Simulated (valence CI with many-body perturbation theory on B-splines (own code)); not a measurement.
Results of a calculation; reference values are marked as such.
Hg LXVII: magnetic and hyperfine properties of the levels

Level of theory: configuration interaction combined with many-body perturbation theory (CI+MBPT): four valence electrons over a frozen Dirac-Fock core [Ne], radial functions for each j: 11 s, 11 p, 10 d, 8 f, 5 g, 2 h, with the one-electron correlation potential Σ1 (screened to all orders), the two-electron term Σ2, the three-electron term Σ3, Breit, model QED; selected single and double excitations, second order for the rest, scaled by the run's own slope (own B-spline code, finite nucleus).

No measured spectrum was set against this ion. As an estimate, large intervals hold to a few tenths of a per cent, small ones and those within an open d or f shell to about a per cent. Among the levels kept, up to 590 cm⁻¹ of a level comes from second order outside the variational space, and about a tenth of that is noise between levels of different J, which matters for small intervals.

A/g_I is the dipole constant over the nuclear g factor μ/I (μ in nuclear magnetons, uniformly magnetised nucleus), B/Q the quadrupole constant per barn. Both hold the static response of the core; the bare values leave it out. Large factors of s and p1/2 electrons are usually good to 5 to 10 %; those of open d and f shells near neutrality can be off by tens of per cent, and small factors of p3/2, d and f electrons come from cancelling terms and can be off by a factor of two or in sign, in half-filled shells by more. B is blank for J = 1/2, where it vanishes, and for nearly pure S terms. Energies count from the lowest level. Levels with J = 0 are left out.

Levels are named by their leading jj configuration (3d3/2^4 stands for four electrons in 3d with j = 3/2), which in mixed levels can hold well under half, so a name can repeat and another be missing. Letters in brackets count levels of one name in rising energy.

```tsv
Level	E (eV)	g	A/g_I (MHz)	A/g_I bare	B/Q (MHz/b)	B/Q bare
(3s^2 3p1/2 3p3/2) J=1	510.4	1.486	-352000	-342000	289000	286000
(3s^2 3p1/2 3p3/2) J=2	520.5	1.156	919000	906000	545000	538000
(3s 3p1/2^2 3p3/2) J=2	702.5	1.509	2250000	2210000	546000	540000
(3s 3p1/2^2 3p3/2) J=1	731.9	1.048	-1500000	-1470000	285000	282000
(3s^2 3p1/2 3d3/2) J=2	753.4	0.751	828000	819000	118000	120000
(3s^2 3p1/2 3d3/2) J=1	803.6	0.884	-761000	-740000	98400	98900
(3s^2 3p1/2 3d5/2) J=2	892.1	1.279	-350000	-339000	87500	89500
(3s^2 3p1/2 3d5/2) J=3	893.7	1.100	521000	516000	94100	96900
(3s 3p1/2^2 3d3/2) J=1	950.3	0.449	-1890000	-1850000	49600	51000
(3s 3p1/2^2 3d3/2) J=2	958.6	1.115	2170000	2130000	95900	98400
(3s^2 3p3/2^2) J=2	1039.0	1.311	289000	288000	32800	32400
(3s 3p1/2^2 3d5/2) J=3	1083.6	1.336	1440000	1410000	91700	94500
(3s 3p1/2^2 3d5/2) J=2	1099.1	1.028	-1290000	-1260000	72000	74600
(3s 3p1/2 3p3/2^2) J=2 [a]	1202.0	1.527	1420000	1400000	95000	93800
(3s 3p1/2 3p3/2^2) J=3	1223.0	1.309	1970000	1940000	24400	24200
(3s 3p1/2 3p3/2^2) J=2 [b]	1250.8	1.084	227000	228000	-23200	-22700
(3s 3p1/2 3p3/2^2) J=1 [a]	1251.9	1.265	1530000	1500000	-391000	-386000
(3s 3p1/2 3p3/2^2) J=1 [b]	1264.8	1.332	1480000	1460000	314000	311000
(3s^2 3p3/2 3d3/2) J=3	1304.9	1.074	274000	274000	639000	635000
(3s^2 3p3/2 3d3/2) J=2	1311.6	1.055	10100	15900	-39200	-38700
(3s^2 3p3/2 3d3/2) J=1	1311.7	1.115	350000	349000	-285000	-283000
(3s^2 3p3/2 3d5/2) J=4	1395.1	1.235	145000	147000	704000	699000
(3s^2 3p3/2 3d5/2) J=2	1406.5	1.219	96800	99900	-373000	-368000
(3s 3p1/2 3p3/2 3d3/2) J=2 [a]	1429.0	1.148	561000	556000	-17600	-17300
(3s^2 3p3/2 3d5/2) J=3	1430.3	1.203	161000	163000	-25600	-22700
(3s 3p1/2 3p3/2 3d3/2) J=1 [a]	1438.8	1.119	802000	793000	-263000	-262000
(3s^2 3p3/2 3d5/2) J=1	1442.0	1.070	-43000	-37200	94400	94500
(3s 3p1/2 3p3/2 3d3/2) J=3 [a]	1445.0	1.122	1280000	1260000	196000	195000
(3p1/2^2 3p3/2^2) J=2	1452.7	1.200	763000	755000	-48600	-48700
(3s 3p1/2 3p3/2 3d3/2) J=4	1464.2	1.146	1540000	1520000	569000	565000
(3s 3p1/2 3p3/2 3d3/2) J=2 [b]	1479.3	0.909	964000	951000	-195000	-192000
(3s 3p1/2 3p3/2 3d3/2) J=3 [b]	1487.2	1.237	1310000	1290000	496000	491000
(3s 3p1/2 3p3/2 3d3/2) J=1 [b]	1492.1	1.657	3220000	3170000	197000	195000
(3s 3p1/2 3p3/2 3d3/2) J=2 [c]	1495.5	1.350	1330000	1310000	194000	190000
```

Problem. Take the isotope of mass number 201, with I = 3/2, μ = -0.558 μN and Q = 0.387 b. What is the hyperfine structure of (3s^2 3p1/2 3p3/2) J=1?

Solution. From the table A = 131000 MHz, B = 112000 MHz. Shifts from the centre of gravity in MHz: F = 1/2: -188000, F = 3/2: -243000, F = 5/2: 224000.
